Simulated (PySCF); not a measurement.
Consider Sc2(F)6, (F6Sc2). Coordinates in Å; atoms count from 1 in this order:
```
Sc   -0.3647   -1.1740   -1.0186
F    -2.0061   -1.3442   -1.7579
F     0.8465   -2.4139   -1.5312
F    -0.3487   -0.7152    0.9564
Sc    0.3686    1.1790    1.0063
F    -0.8402    2.4211    1.5192
F     2.0104    1.3453    1.7456
F     0.3514    0.7206   -0.9688
```

Computed at PBE0-D3(BJ)/ma-def2-SVP // PBE0-D3(BJ)/def2-SVP with PySCF (density fitting, grid level 2). The prefix ma- adds one diffuse s and one diffuse p function on all atoms but H. Thermal corrections: GFN2-xTB frequencies, unscaled, ideal gas at 298.15 K and 1 bar, quasi-RRHO entropy. These were taken at the GFN2-xTB minima.

(1) What are the vertical and the adiabatic ionisation energy for forming the radical cation?

(2) Where does the unpaired spin of the relaxed radical cation sit?

(3) How far is −ε(HOMO) from the vertical value by ΔSCF?

Results:

(1) 13.60 eV vertical and 13.37 eV adiabatic, the latter with zero-point energy.

(2) F2 (fluorine) 0.48, F7 (fluorine) 0.48 (intrinsic atomic orbital populations). This structure is symmetry-broken (see the note below).

(3) −ε(HOMO) = 11.72 eV, which is 1.88 eV below the ΔSCF value.

Known limits: ma-def2-SVP is a small basis, whose errors can reach tens of kJ/mol; spin-orbit coupling is left out of the energies, which matters for open shells on the heavier atoms; F2 and F3 are equivalent in the parent, but the relaxed radical cation is symmetry-broken (D2h to C2h), which is often an artefact of the method; its spin populations, distances and adiabatic value belong to that structure.
